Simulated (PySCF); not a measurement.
Mg(F)(SH) (FHMgS), SMILES [F][Mg][SH].

Geometry: B3LYP-D3(BJ)/def2-TZVP. One conformer was computed; it need not be the lowest.

Vertical ionisation energy (IE) and electron affinity (EA) in eV. Rows of orbital energies are one-electron estimates. Where ΔSCF, EOM or ADC give a negative EA the extra electron is unbound and the value depends on the basis.

```
level                                          IE    EA
-------------------------------------------  ----  ----
−ε(HOMO), −ε(LUMO), PBE0/def2-TZVPD (PySCF)  7.43  1.64
−ε(HOMO), −ε(LUMO), PBE/def2-TZVPD (PySCF)   6.26  2.36
```
